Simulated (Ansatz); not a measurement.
Isomers of C$_{4}$H$_{8}$Sn, relaxed with PBE0-D4/def2-TZVP in Ansatz; electronic energies, one conformer each and not always the lowest. Functionals use def2-TZVPP; CBS adds triple-zeta CCSD(T) − MP2 to the MP2 limit of def2-TZVPP and def2-QZVPP.

Elements past krypton have def2 core potentials. Outer-core shells of Sn are correlated without core-valence functions. Spin–orbit coupling is left out.

(1) Order them by energy at frozen-core CCSD(T)/CBS, lowest first. (Estimate.)
A. `[SnH3][CH2]C1=CC1`
B. `C#[C][SnH]([CH3])[CH3]`
C. `C#C[CH](C)[SnH3]`
D. `CC1=C[CH]1[SnH3]`

(2) How do r2SCAN-D4, ωB97M-V, PBE0-D4, PBE-D4 place them (kcal/mol, against `C#[C][SnH]([CH3])[CH3]`)? (An estimate is asked.)

Results:

(1) B (0.0 kcal/mol), C (19.9 kcal/mol), A (36.6 kcal/mol), D (39.0 kcal/mol).

(2) Ansatz gave: 
```csv
isomer,r2SCAN-D4,ωB97M-V,PBE0-D4,PBE-D4
`C#C[CH](C)[SnH3]`,15.7,17.0,14.5,14.0
`[SnH3][CH2]C1=CC1`,28.2,31.2,24.8,24.6
`CC1=C[CH]1[SnH3]`,30.8,33.8,27.5,26.9
```
